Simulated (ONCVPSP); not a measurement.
## Transferability test, ONCV potential for fluorine (F)

```json
{
 "Element": "fluorine (F)",
 "Generator": "ONCVPSP 4.0.1",
 "Type": "optimised norm-conserving Vanderbilt (ONCV)",
 "Functional": "PBE",
 "Relativity": "non-relativistic",
 "Frozen core": "[He]",
 "Valence charge": "7",
 "Reference configuration": "2s2 2p5",
 "Partial waves": "2s: rc 0.70 bohr, ncon 5, nbas 9, qcut 10.9 1/bohr, local; 2p: rc 1.80 bohr, ncon 4, nbas 8, qcut 7.8 1/bohr, 2 projectors, debl 3.5 Ha",
 "Local potential": "the s channel",
 "Core correction": "Teter function, fcfact 4.5, rcfact 1.4"
}
```

Energies are relative to the spin-unpolarised reference configuration 2s2 2p5; without spin polarisation the order of configurations can differ from experiment.

```
valence configuration  charge  ΔE all-electron (eV)  error AE − PS (meV)
              2s2 2p4      +1                19.401                 +113
              2s2 2p3      +2                57.796                 +792
              2s2 2p2      +3               118.438                +2721
```

Problem. What are ΔE and the potential's error for 2s2 2p4.5?

Solution. ΔE = 7.549 eV all-electron; the error (AE − PS) is +20 meV.

Levels in the configuration 2s2 2p4:

| level | all-electron (eV) | pseudo (eV) |
| --- | --- | --- |
| 2s | -47.301 | -47.252 |
| 2p | -28.318 | -28.018 |
